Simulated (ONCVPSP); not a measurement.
## Before and after: ONCV potential for tungsten

tungsten, optimised norm-conserving Vanderbilt (ONCV), made with ONCVPSP 4.0.1 (PBEsol, scalar-relativistic). Core [Xe] 4f14, reference 5d4 6s1 (charge +1). Waves: 6s: rc 2.75 bohr, ncon 4, nbas 8, qcut 2.1 1/bohr, 1 projector; p scattering state at 0.44 Ha: rc 2.55 bohr, ncon 4, nbas 8, qcut 2.8 1/bohr, 1 projector; 5d: rc 1.75 bohr, ncon 3, nbas 6, qcut 6.3 1/bohr, 2 projectors, debl 3.3 Ha. Local part: polynomial inside 1.50 bohr (lpopt 5, dvloc0 -1 Ha). Core correction: Teter function, fcfact 1.75, rcfact 1.7.

In the p channel the program set the typed energies aside and used 0.050 Ha.

Change: d: rc 1.3; local potential polynomial inside 1.30 bohr (lpopt 5, dvloc0 -1 Ha).

Cutoffs: the cutoffs (Ha) at which the residual kinetic energy of the hardest occupied pseudo-wave falls to 1 and 0.1 mHa per electron; they do not see the model core or the augmentation charge, which bear on the density cutoff. Errors are all-electron minus pseudo energies relative to the spin-unpolarised reference configuration.

Q: What does the change do?

A: The potential gets neither clearly harder nor softer (14 Ha and 21 Ha → 14 Ha and 21 Ha); both files keep a bound ghost (p, s); the lowest positive-energy flag moves from none to s at 6.4 eV; of the 4 tests that both files solve, the error grows in 1 and shrinks in 0 by more than 15 % and 0.3 meV (median size 78.5 → 78.0 meV).

```csv
quantity,base,changed
"cutoff, loose",14 Ha,14 Ha
"cutoff, tight",21 Ha,21 Ha
loose cutoff by channel,"s 10.0 Ha, d 14 Ha","s 10.0 Ha, d 14 Ha"
bound ghosts,"s, p","s, p"
GHOST(+) flags under 300 eV,none,s at 6.4 eV
"error for 5d4 6s2, meV [ΔE -8.93 eV]",-46,-45
"error for 5d4 6s0, meV [ΔE 15.70 eV]",-111,-111
"error for 5d3 6s0, meV [ΔE 41.10 eV]",-389,-389
"error for 5d4 6s0 6p2, meV [ΔE 0.41 eV]",+12,+34
s: phases at 2.80 bohr within 0.05 rad from the reference energy up to (Ha; the scan ends near 5),0.3,0.0
p: phases at 2.59 bohr within 0.05 rad from the reference energy up to (Ha; the scan ends near 5),1.1,0.8
"rms error of d²Exc/dni dnj with the model core, mHa",4.58,4.58
```

 A true bound ghost makes a file unfit for plane-wave use even where its test errors are small: the radial tests pick states by their node count and pass the ghost by.
